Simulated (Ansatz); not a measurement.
This geometry of CH4BrClMg (8 atoms, charge 0, multiplicity 1) is a first-order saddle point.

All numbers below come from RKS PBE0-D4/def2-SVP in Ansatz 0.2.0.

```xyz
8
Properties=species:S:1:pos:R:3
Mg -0.430 -1.066 -0.480
Br -0.687 -0.791 2.342
Cl -1.176 -2.948 -1.373
H -0.155 0.228 1.417
C 0.466 0.857 -0.426
H 1.566 0.762 -0.419
H 0.220 1.629 0.328
H 0.196 1.329 -1.389
```

Question: Which two structures does it join? (They come from a converged band through this point; their orientation in space is the band's.)

Answer: Bonds broken: H4–C5. Bonds formed: Br2–H4.

First end point:

```xyz
8
Properties=species:S:1:pos:R:3
Mg -0.628 -1.431 0.251
Br -0.980 -1.318 2.579
Cl -0.597 -2.207 -1.813
H 0.117 0.870 0.855
C 0.431 0.971 -0.197
H 1.227 0.256 -0.461
H 0.845 1.982 -0.316
H -0.414 0.877 -0.898
```

Last end point:

```xyz
8
Properties=species:S:1:pos:R:3
Mg -0.436 -0.923 -0.655
Br -0.701 -1.151 2.215
Cl -1.406 -2.874 -1.109
H -0.076 0.104 2.480
C 0.514 0.935 -0.727
H 1.475 0.919 -0.184
H -0.106 1.724 -0.264
H 0.735 1.268 -1.755
```

Question: How far does it lie above each of them?

Answer: 215.1 kJ/mol above the first and 9.1 kJ/mol above the second. This is the barrier of this one path; another mechanism may lie lower. The orbitals stay closed-shell, which can raise the energy where a bond breaks towards radicals; this wasn't checked here.

Run time: 2.4 min on 2 threads of Intel(R) Xeon(R) 6975P-C (Granite Rapids), on a shared host, peak memory 0.26 GiB.
